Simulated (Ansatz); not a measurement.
`FCC(F)(F)CCC1(F)CC(F)(F)CO1` with charge +1. Charge 1, multiplicity 2. Geometry PBE0-D4/def2-SVP, that of the neutral singlet; atoms count from 1.

| atom | x (Å) | y (Å) | z (Å) |
| --- | --- | --- | --- |
| F1 | -1.319 | 1.931 | 2.650 |
| C2 | -2.385 | 1.173 | 2.258 |
| C3 | -2.554 | 1.247 | 0.751 |
| F4 | -3.098 | 2.447 | 0.429 |
| F5 | -3.477 | 0.298 | 0.426 |
| C6 | -1.297 | 1.058 | -0.061 |
| C7 | -0.617 | -0.280 | 0.170 |
| C8 | 0.541 | -0.499 | -0.774 |
| F9 | 0.061 | -0.455 | -2.076 |
| C10 | 1.317 | -1.804 | -0.617 |
| C11 | 2.748 | -1.408 | -0.963 |
| F12 | 3.232 | -2.070 | -2.036 |
| F13 | 3.585 | -1.676 | 0.069 |
| C14 | 2.673 | 0.097 | -1.229 |
| O15 | 1.472 | 0.513 | -0.621 |
| H16 | -3.307 | 1.546 | 2.732 |
| H17 | -2.222 | 0.125 | 2.558 |
| H18 | -0.611 | 1.880 | 0.183 |
| H19 | -1.585 | 1.165 | -1.117 |
| H20 | -1.331 | -1.106 | 0.027 |
| H21 | -0.222 | -0.343 | 1.196 |
| H22 | 1.283 | -2.156 | 0.422 |
| H23 | 0.941 | -2.586 | -1.286 |
| H24 | 3.514 | 0.635 | -0.775 |
| H25 | 2.657 | 0.270 | -2.318 |

Problem. Estimate the Mulliken populations from the PBE0/def2-SVP orbitals of Ansatz.

Solution. 
```csv
atom,charge (e),spin (α − β)
F1,-0.21,0.06
C2,0.26,0.05
C3,0.28,0.05
F4,-0.16,0.04
F5,-0.18,0.05
C6,-0.07,0.05
C7,-0.04,0.00
C8,0.05,-0.01
F9,-0.21,0.03
C10,0.18,0.04
C11,0.16,0.04
F12,-0.16,0.02
F13,-0.16,0.05
C14,0.27,0.02
O15,-0.20,0.39
H16,0.12,0.02
H17,0.09,0.00
H18,0.11,0.01
H19,0.12,0.00
H20,0.11,0.01
H21,0.09,0.00
H22,0.11,0.00
H23,0.13,0.00
H24,0.14,0.00
H25,0.16,0.07
```
Mulliken values depend strongly on the basis.

Problem. Where does the spin sit?

Solution. Summed by element: F 0.25, C 0.24, O 0.39, H 0.11, of 1 unpaired in all. Largest on single atoms: O15 0.39, H25 0.07, F1 0.06.

Problem. And the Mayer bond orders between heavy atoms (over 0.3)?

Solution. F1–C2 1.00 (1.37 Å); C2–C3 0.94 (1.52 Å); C3–F4 1.09 (1.36 Å); C3–F5 1.05 (1.36 Å); C3–C6 1.00 (1.51 Å); C6–C7 1.03 (1.52 Å); C7–C8 1.03 (1.51 Å); C8–F9 1.02 (1.39 Å); C8–C10 1.02 (1.53 Å); C8–O15 0.96 (1.38 Å); C10–C11 0.99 (1.52 Å); C11–F12 1.10 (1.35 Å); C11–F13 1.07 (1.36 Å); C11–C14 0.95 (1.53 Å); C14–O15 0.96 (1.41 Å).
